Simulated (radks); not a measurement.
Ru4+, configuration [Kr] 4d3 5s1 (not the ground configuration).

Calculated with a radial shooting solver on a logarithmic mesh with Libxc functionals: scalar-relativistic Kohn-Sham, XLYP, spin-polarised, spherical densities, finite nucleus; open shells are filled with parallel spins first (spin-orbit coupling, left out, can overturn this in heavy ions); Fermi nuclear charge, rms radius 4.4809 fm.

Energy parts (hartree):
total: -4527.61713
kinetic: 4682.39513
electron-nucleus: -10836.84832
Hartree: 1759.38575
exchange-correlation: -132.54969

Orbitals (lengths in bohr, moments of r in powers of bohr; r(max) is where P^2 peaks):
orbital  occ.  eigenvalue (hartree)   r(max)
1s up       1             -808.5403  0.02172
1s down     1             -808.5387  0.02172
2s up       1             -118.1316   0.1229
2s down     1             -118.1094   0.1229
2p up       3             -106.0356  0.09822
2p down     3             -106.0185  0.09821
3s up       1             -22.56211   0.3615
3s down     1             -22.54919   0.3615
3p up       3             -18.58987   0.3547
3p down     3             -18.57537   0.3548
3d up       5             -12.20151   0.3006
3d down     5             -12.18019   0.3008
4s up       1              -4.89497   0.9076
4s down     1              -4.79311   0.9047
4p up       3              -3.75827   0.9690
4p down     3              -3.65223   0.9658
4d up       3              -2.09611    1.128
4d down     0              -1.99119    1.126
5s up       1              -1.55564    2.144
5s down     0              -1.49938    2.175

The highest occupied level is 5s up at -42.331 eV. The configuration is held as typed, so some empty levels lie below it. The spin density at the nucleus is 34.21 e/bohr^3 (1s 0.12, 2s -0.99, 3s 0.48, 4s -2.11, 5s 36.71). The electron density at the nucleus is 1.126e+05 e/bohr^3 (large components only). Spin moment in Bohr magnetons: 4. The density falls to 0.001 e/bohr^3 at r = 3.47 bohr. Summed over all electrons, <r^2> = 25.83 bohr^2, which gives a Langevin (diamagnetic) susceptibility term of -20.5 x 10^-6 cm^3/mol.
